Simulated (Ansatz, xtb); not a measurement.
**C2H7Sb: where a starting geometry ends**

The starting geometry of this gas-phase singlet has its atoms placed at random.

```yaml
atoms:
  - { symbol: C, position_ang: [-1.1004, -0.3107, 1.2674] }
  - { symbol: C, position_ang: [-0.8961, 1.3677, 0.1189] }
  - { symbol: Sb, position_ang: [0.7564, -0.2636, 0.2448] }
  - { symbol: H, position_ang: [-2.1194, -0.7393, 1.3398] }
  - { symbol: H, position_ang: [-1.0293, 0.7312, 2.2592] }
  - { symbol: H, position_ang: [-2.2797, 1.2119, -0.0761] }
  - { symbol: H, position_ang: [-2.2320, 0.1357, 0.7764] }
  - { symbol: H, position_ang: [-0.3260, 0.4063, -0.7016] }
  - { symbol: H, position_ang: [2.2458, -1.0387, 0.1632] }
  - { symbol: H, position_ang: [-0.2611, -0.9374, -0.5347] }
```

Task: One run relaxed it with r2SCAN-D4/def2-SVP. What is a likely outcome?

Result: It ends as `C[CH2][SbH2]`. Distances that change by over a tenth: Sb3–H10 (1.45 → 1.72 Å). Contacts that open: C1–H7 (1.31 → 2.18 Å), C2–Sb3 (2.33 → 3.12 Å), Sb3–H8 (1.59 → 3.30 Å). Contacts that close: C1–C2 (2.04 → 1.52 Å), C1–H5 (1.44 → 1.10 Å), C2–H6 (1.41 → 1.10 Å), C2–H7 (1.93 → 1.10 Å), C2–H8 (1.39 → 1.10 Å).

The energy falls by 14.84 eV over 17 steps:

| step | E − E(last) (eV) |
| --- | --- |
| 1 | 14.837 |
| 3 | 7.696 |
| 5 | 5.227 |
| 6 | 4.221 |
| 8 | 1.579 |
| 10 | 0.282 |
| 12 | 0.066 |
| 13 | 0.019 |
| 15 | 0.000 |
| 17 | 0.000 |

Final geometry (Å):

```yaml
atoms:
  - { symbol: C, position_ang: [-0.8730, -0.0510, 1.0533] }
  - { symbol: C, position_ang: [-1.8265, 0.7681, 0.1943] }
  - { symbol: Sb, position_ang: [1.1980, 0.0166, 0.3031] }
  - { symbol: H, position_ang: [-1.1766, -1.1075, 1.1049] }
  - { symbol: H, position_ang: [-0.8342, 0.3326, 2.0862] }
  - { symbol: H, position_ang: [-1.5240, 1.8268, 0.1356] }
  - { symbol: H, position_ang: [-2.8512, 0.7446, 0.6032] }
  - { symbol: H, position_ang: [-1.8796, 0.3834, -0.8374] }
  - { symbol: H, position_ang: [1.6900, -1.3383, 1.2422] }
  - { symbol: H, position_ang: [0.8352, -1.0120, -1.0283] }
```

From the same start GFN2-xTB reaches the same bonding as this run.

From so rough a start the end depends on the optimiser's path, so another program may land elsewhere. The end wasn't checked by frequencies. Atoms past krypton carry core potentials, without spin–orbit terms. Run with Ansatz 0.2.0, 29 s on 2 threads of Arm Neoverse V2 (shared host).
